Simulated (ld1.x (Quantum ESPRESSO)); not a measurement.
**promethium, ultrasoft: configuration errors across variants**

Pm, ultrasoft, made with ld1.x (Quantum ESPRESSO) 7.5 (BLYP, fully relativistic). Core [Kr] 4d10, reference 4f4.5 5s2 5p6 5d0.5 6s2 6p0. Waves: 5s (bound): rcut 1.85, rcutus 2.10 bohr; 6s (bound): rcut 1.85, rcutus 2.10 bohr; 5p (bound): rcut 2.20, rcutus 2.60 bohr; 6p (bound, empty): rcut 2.20, rcutus 2.60 bohr; 5d (bound): rcut 2.00, rcutus 2.40 bohr; 5d channel at 1.25 Ry: rcut 2.00, rcutus 2.40 bohr; 4f (bound): rcut 0.75, rcutus 1.00 bohr; 4f channel at 0.2 Ry: rcut 0.75, rcutus 1.00 bohr. Local part: all-electron potential smoothed inside 1.65 bohr (lloc = -1). Core correction: a·sin(br)/r model core inside 0.85 bohr. Augmentation charge: built from norm-conserving waves at rcut, not smoothed further.

Open shells are filled in proportion to 2j + 1 (rel_dist='average').

All-electron excitation energies from the reference (eV): (1) 4f5 5s2 5p6 5d0 6s2 6p0 -0.615; (2) 4f5 5s2 5p6 5d0 6s1 6p0 5.197; (3) 4f5 5s2 5p6 5d0 6s0 6p0 16.250.

The overlap operator is not positive definite (basis up to 400 Ry) in “base”, “core correction a·sin(br)/r model core inside 0.50 bohr”, “wave 5d channel at 1.25 Ry: rcut 2.00, rcutus 2.40 bohr becomes 5d channel at 2.25 Ry: rcut 2.00, rcutus 2.40 bohr”, “waves 5d (bound): rcut 2.00, rcutus 2.72 bohr; 5d channel at 1.25 Ry: rcut 2.00, rcutus 2.72 bohr”, “local potential all-electron potential smoothed inside 1.58 bohr (lloc = -1)”. Such files are unfit for use, however small their errors in these radial tests.

5 further variants failed, have other tests or another functional or relativity, and are left out.

The file “base” misses its own reference levels by 1.4 eV. The file “core correction a·sin(br)/r model core inside 0.50 bohr” misses its own reference levels by 1.3 eV. The file “wave 5d channel at 1.25 Ry: rcut 2.00, rcutus 2.40 bohr becomes 5d channel at 2.25 Ry: rcut 2.00, rcutus 2.40 bohr” misses its own reference levels by 1.4 eV. The file “waves 5d (bound): rcut 2.00, rcutus 2.72 bohr; 5d channel at 1.25 Ry: rcut 2.00, rcutus 2.72 bohr” misses its own reference levels by 1.4 eV. The file “local potential all-electron potential smoothed inside 1.58 bohr (lloc = -1)” misses its own reference levels by 1.4 eV.

Errors AE − PS in meV (a dash: test not solved or not reliable):

| change | (1) | (2) | (3) | bound ghosts |
| --- | --- | --- | --- | --- |
| base | +239 | +769 | +1819 | not determined (overlap not positive) |
| core correction a·sin(br)/r model core inside 0.50 bohr | +240 | +753 | +1763 | not determined (overlap not positive) |
| wave 5d channel at 1.25 Ry: rcut 2.00, rcutus 2.40 bohr becomes 5d channel at 2.25 Ry: rcut 2.00, rcutus 2.40 bohr | +239 | +769 | +1819 | not determined (overlap not positive) |
| waves 5d (bound): rcut 2.00, rcutus 2.72 bohr; 5d channel at 1.25 Ry: rcut 2.00, rcutus 2.72 bohr | +239 | +769 | +1819 | not determined (overlap not positive) |
| local potential all-electron potential smoothed inside 1.58 bohr (lloc = -1) | +266 | +792 | +1835 | not determined (overlap not positive) |

Task: Give the same row for: waves 5p (bound): rcut 2.14, rcutus 2.26 bohr; 6p (bound): rcut 2.14, rcutus 2.26 bohr.

Result: –, –, –; bound ghosts: not determined.
